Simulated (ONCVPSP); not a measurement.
# Building the ONCV potential for lead (PBE, scalar-relativistic).

ONCVPSP 4.0.1 input, shortened (lines: element, Z, core and valence counts, functional; n l f; lmax; l rc ep ncon nbas qcut; lloc lpopt rc5 dvloc0; l nproj debl; icmod fcfact rcfact), PBE, scalar-relativistic:

```
  Pb 82.00   13    2        4      upf
    1    0    2.00
    2    0    2.00
    2    1    6.00
    3    0    2.00
    3    1    6.00
    3    2   10.00
    4    0    2.00
    4    1    6.00
    4    2   10.00
    4    3   14.00
    5    0    2.00
    5    1    6.00
    5    2   10.00
    6    0    1.50
    6    1    2.50
    2
    0    1.65    0.00    4    8    3.20
    1    2.65    0.00    4    6    2.50
    2    1.65    0.14    3    7    6.40
    2    5    1.65    0.00
    0    2    3.90
    1    2    2.20
    2    0    3.70
    0    0.00    0.00
```

All-electron outer shells of the reference configuration (PBE, scalar-relativistic, ld1.x):

```
shell  level (eV)  outermost node (bohr)  outermost maximum (bohr)
   5p      -86.76                   0.49                      0.88
   5d      -22.04                   0.52                      1.07
   6s      -12.61                   1.01                      1.95
   6p       -3.87                   1.18                      2.63
```

Task: Is a potential produced?

Result: No. ONCVPSP 4.0.1 stopped with "test_data: must have ncon+3 <= nbas <= ncon+5, l= 1": the input breaks a rule of the program on the basis size: nbas must lie between ncon + 3 and ncon + 5.
